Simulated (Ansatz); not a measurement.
H$_{3}$InS$_{3}$ (`[SH][In]([SH])[SH]`) from Hartree–Fock to CCSD(T)

```xyz
7

S    -0.405   -2.338    0.095
In    0.005   -0.001    0.001
S     0.447    1.044   -2.086
S    -0.028    1.292    1.993
H    -0.275   -2.493   -1.234
H     0.574    2.264   -1.537
H    -0.317    0.233    2.769
```

The species carries charge 0 and has multiplicity 1. Correlated methods include outer-core shells of In, which these sets cover unevenly. In: def2 effective core potential. The geometry is a stationary point of PBE0-D4/def2-TZVP. It is one conformer, not always the lowest. Frozen core, restricted reference, Ansatz 0.2.0.

```json
{"basis": "def2-SVP", "HF (Eh)": "-1383.27972", "MP2 corr.": "-0.47389"}
{"basis": "def2-TZVPP", "HF (Eh)": "-1383.70480", "MP2 corr.": "-0.81241"}
{"basis": "def2-QZVPP", "HF (Eh)": "-1383.73962", "MP2 corr.": "-1.04922"}
```

Task: Estimate the CCSD correlation energy and the (T) correction in each basis where they were run (hartree).

Result: 
| basis | CCSD corr. | (T) |
| --- | --- | --- |
| def2-SVP | -0.52677 | -0.01645 |
| def2-TZVPP | -0.85641 | -0.03725 |
